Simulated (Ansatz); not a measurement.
Reaction (substitution at a C–Si bond): `C=NC(F)[SiH3]` + CH₃OH → `C=NC(F)OC` + SiH₄

Program: Ansatz. Geometries: PBE0-D4/def2-TZVP. ΔE: electronic, gas phase. CCSD(T)/CBS adds triple-zeta CCSD(T) − MP2 to the extrapolated MP2 energy (def2 sets, frozen cores). This one scheme is used for every species. DFT in def2-TZVPP. One conformer a species, not always the lowest.

CCSD(T)/CBS gives +14.8 kJ/mol.

(1) Another level gave +14.2 kJ/mol. Which?
A. PBE-D4/def2-TZVPP
B. HF/def2-TZVPP
C. PBE0-D4/def2-TZVPP
D. SCS-MP2/def2-TZVPP

Largest T1 diagnostic among the species: 0.013.

Answers

(1) C. PBE0-D4 14.2, SCS-MP2/def2-TZVPP 8.3, PBE-D4 19.4, HF/def2-TZVPP -6.0 kJ/mol.

In def2-TZVPP, CCSD(T) changes the Hartree–Fock value by +12.9 kJ/mol (the triples alone add +0.5 kJ/mol) and MP2 by +17.5 kJ/mol. From PBE to PBE0 (25 % exact exchange), in def2-TZVPP and without D4, ΔE moves by −5.2 kJ/mol.

CCSD(T)/CBS has its own doubt, a few kJ/mol and more with outer-core shells, so smaller differences from it don't rank the levels.
